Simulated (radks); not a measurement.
The copper ion Cu2+ inside a hard spherical wall (all orbitals vanish at R), configuration held at [Ar] 3d9 and not refilled when levels cross. All-electron calculation, non-relativistic Kohn-Sham, PBE, spin-unpolarised, spherical densities, point nucleus. Program: a radial shooting solver on a logarithmic mesh with Libxc functionals. Eigenvalues in eV, with the zero of energy where the potential of the charges vanishes at infinity; a dash marks a level that is unbound or too diffuse for the functional's potential to be trusted. A positive occupied level is held by the wall or, in an anion where self-interaction has pushed it up, behind a barrier. The pressure on the wall is -dE/dV.

R (bohr)  E (hartree)  kinetic (hartree)    e(2p)    e(3s)    e(3p)    e(3d)  e(4s, empty)  e(4p, empty)  pressure (GPa)
free      -1639.20996           1638.061  -937.40  -136.54  -96.598  -29.838       -21.959       -15.242               0
15        -1639.20996           1638.061  -937.40  -136.54  -96.598  -29.838       -21.959       -15.242        < 0.0001
12        -1639.20996           1638.061  -937.40  -136.54  -96.598  -29.838       -21.959       -15.242        < 0.0001
10        -1639.20996           1638.061  -937.40  -136.54  -96.598  -29.838       -21.959       -15.241        < 0.0001
7         -1639.20996           1638.061  -937.40  -136.54  -96.598  -29.837       -21.953       -15.193        0.000600
5         -1639.20913           1638.070  -937.35  -136.49  -96.547  -29.789       -21.651       -14.348           0.196
4         -1639.20004           1638.147  -936.93  -136.13  -96.195  -29.441       -20.173       -11.705            3.55
1.5       -1631.24990           1672.121  -870.01  -89.812  -48.123   25.664        166.54        188.10           29200
